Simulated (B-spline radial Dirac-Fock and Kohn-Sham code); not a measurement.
2s emission of Cu⁴⁺

System: the Cu⁴⁺ ion, configuration [Ar] 3d7, inside a Watson sphere of charge -4 and radius 2.7 Å (a model of the Madelung potential; inside it an electron's potential energy is raised by 21.3 eV).

These are calculated numbers from a radial finite-basis atomic code; the model is one-electron (LDA, Dirac) transition rates at Dirac-Fock energies.

| line | multipole | energy (eV) | rate (s⁻¹) | share (%) |
| --- | --- | --- | --- | --- |
| L1-L2 | E1 | 147.6 | 5.04e+10 | 0.620 |
| L1-L3 | E1 | 167.7 | 1.51e+11 | 1.85 |
| Lβ4 (L1-M2) | E1 | 1029.4 | 2.77e+12 | 34.1 |
| Lβ3 (L1-M3) | E1 | 1032.1 | 5.13e+12 | 63.2 |
| L1-M4 | E2 | 1107.6 | 7.31e+09 | 0.0900 |
| L1-M5 | E2 | 1107.9 | 1.09e+10 | 0.134 |

The listed lines hold 100.0 % of the radiative rate. The radiative width is 0.00535 eV in the length form and 0.00526 eV in the velocity form; the two differ because the transition energies are not eigenvalue differences of the potential that gave the orbitals.
